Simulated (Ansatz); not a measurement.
`O[SiH](O)[Si](F)(Cl)Cl` + HI → `F[Si](Cl)(Cl)I` + `O[SiH2]O`  (cleavage of the Si–Si bond)

Computed with Ansatz on PBE0-D4/def2-TZVP structures; ΔE is electronic, products minus reactants. CCSD(T)/CBS adds triple-zeta CCSD(T) − MP2 to the extrapolated MP2 energy (def2 sets, frozen cores). DFT in def2-TZVPP. Elements past krypton have def2 core potentials. For I outer-core shells are correlated without core-valence functions, which leaves a few kJ/mol of doubt a bond. Each species was taken in one conformer, which may not be the lowest.

CCSD(T)/CBS gives -93.2 kJ/mol.

Q: Another level gave -86.0 kJ/mol. Which?
A. r2SCAN-D4/def2-TZVPP
B. MP2/def2-TZVPP
C. HF/def2-TZVPP
D. PBE/def2-TZVPP

A: A. r2SCAN-D4 -86.0, HF/def2-TZVPP -91.9, PBE -78.0, MP2/def2-TZVPP -102.2 kJ/mol.

Largest T1 diagnostic among the species: 0.012.

From PBE to PBE0 (25 % exact exchange), in def2-TZVPP and without D4, ΔE moves by −5.5 kJ/mol.
